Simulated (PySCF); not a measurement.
# Trend along group 14: MSi cations

PBE0 with triple-zeta basis sets in PySCF, for the lowest determinant that a PBE0 search found; no spin–orbit coupling. De refers to high-spin ground-configuration atoms (the charge goes to the atom of lower measured ionisation energy or higher electron affinity, which is not always the lowest computed limit). A positive dipole points towards Si; it is taken about the centre of mass and depends on that origin.

```
 M        basis  charged atom  state (unpaired electrons)  Re (Å)  ωe (cm⁻¹)  De (eV)  μ (D)
 C  def2-TZVPPD           Si+         quartet (σ ↑, π ↑↑)   1.816        841     3.83   1.09
Si  def2-TZVPPD           Si+         quartet (σ ↑, π ↑↑)   2.273        472     3.71    n/a
Ge  def2-TZVPPD           Ge+         quartet (σ ↑, π ↑↑)   2.341        372     3.39   2.19
```

The shortest bond is that of SiC⁺ (1.816 Å), the longest that of SiGe⁺ (2.341 Å).

Down a group the atoms grow and get heavier, so bonds lengthen and wavenumbers fall; this series shows no clear exception.

Spin–orbit coupling is left out. For an ion De counts to the pair picked by the measured ionisation energies or electron affinities, which need not be the lowest pair at this level. States were picked by a PBE0 search and need not be the measured ground states.
